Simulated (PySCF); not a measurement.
Gas-phase reaction: 2 SiH2Br2 + 2 (CH3)3SiH → 4 CH3SiH2 + C2H4 + 2 Br2

Method: PySCF energies plus ideal-gas RRHO corrections (1 bar). † marks an energy on the PBE0/def2-TZVP geometry and frequencies; other levels use their own. MP2 freezes the core. Open shells (unrestricted): CH3SiH2 (multiplicity 2); the rest are closed-shell singlets. Br: all electrons, no relativistic terms. CH3SiH2: computed as isolated molecules; such fragments, hydroxides, amides, oligomers or adducts are transient or little studied in the gas. MP2 isn't extrapolated to the basis-set limit; its ΔH°(298 K) is 1359.9 kJ in def2-SVP and 1421.8 kJ in def2-TZVPP. The harmonic model lacks anharmonicity and excited electronic states, which grow with temperature; levels with a mode under 35 cm⁻¹ are left out. Internal rotation in (CH3)3SiH, CH3SiH2 is treated as a harmonic vibration of one conformer, which makes the entropy rough. Soft modes under 120 cm⁻¹ make the harmonic entropy rough for SiH2Br2.

| level | ΔE electronic, kJ | ΔH°(298 K), kJ | ΔS°(298 K), J/K | ΔG°(800 K), kJ |
|---|---|---|---|---|
| HF/def2-TZVP† | 1227 | 1188 | 497 | 795 |
| MP2/def2-TZVPP† | 1461 | 1422 | 497 | 1029 |
| PBE/def2-SVP | 1309 | 1270 | 496 | 878 |
| PBE/def2-TZVP† | 1314 | 1275 | 497 | 882 |
| PBE0/def2-SVP† | 1360 | 1321 | 497 | 928 |
| PBE0/def2-TZVP | 1364 | 1325 | 497 | 932 |
ΔH° is lowest at HF/def2-TZVP† and highest at MP2/def2-TZVPP†. No reference value is set beside these.
